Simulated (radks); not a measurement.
Values are calculated unless marked as measured or tabulated.
Ionisation ladder of krypton, from Kr10+ to Kr15+. Each ion is in the ground configuration listed by NIST, and IE = E(next ion) - E(this ion). Code: a radial shooting solver on a logarithmic mesh with Libxc functionals. Model: scalar-relativistic Kohn-Sham, r2SCAN, spin-polarised, spherical densities, finite nucleus; open shells are filled with parallel spins first; meta-GGA in the generalised Kohn-Sham scheme; Fermi nuclear charge, rms radius 4.1884 fm.

| species | configuration | E (hartree) | IE, Delta-SCF (eV) | IE, NIST (eV) | kind | error (eV) |
|---|---|---|---|---|---|---|
| Kr10+ | [Ar] 3d8 | -2753.65216 | 309.15 | 308 | theory | +1.2 |
| Kr11+ | [Ar] 3d7 | -2742.29109 | 348.71 | 350 | theory | -1.3 |
| Kr12+ | [Ar] 3d6 | -2729.47640 | 389.45 | 391 | theory | -1.5 |
| Kr13+ | [Ar] 3d5 | -2715.16426 | 449.03 | 446 | theory | +3.0 |
| Kr14+ | [Ar] 3d4 | -2698.66258 | 494.63 | 492 | theory | +2.6 |
| Kr15+ | [Ar] 3d3 | -2680.48508 | 541.53 | 540 | theory | +1.5 |

Reference values: NIST Atomic Spectra Database (exp. = measured, semi-emp. = semi-empirical, theory = theoretical value adopted there). The ionisation energy per charge of the ion left behind rises most, in proportion, at Kr13+ ([Ar] 3d5), from 29.958 to 32.074 eV. Open shells are spherical and high-spin; term and fine-structure splittings are not resolved.
